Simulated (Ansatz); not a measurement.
Species: H2AlFS2, SMILES `[F][Al]([SH])[SH]` (S–Al–S–H torsion 0°, S–Al–S–H torsion -179°) (charge 0, multiplicity 1).

Task: Give a relaxed geometry from Ansatz (a quantum-chemistry and plane-wave program) with PBE-D3(BJ)/def2-TZVP.

Result: Several could match; the one computed here: the end point of this relaxation, one of several conformers (outside a Z-matrix the atoms follow the SMILES, hydrogens last).
Z-matrix (Å, degrees):
```
Al
F 1 1.6629
S 1 2.1795 2 117.99
H 3 1.3563 1 91.26 2 -179.90
S 1 2.1831 2 119.45 3 -179.96
H 5 1.3562 1 91.37 2 0.50
```
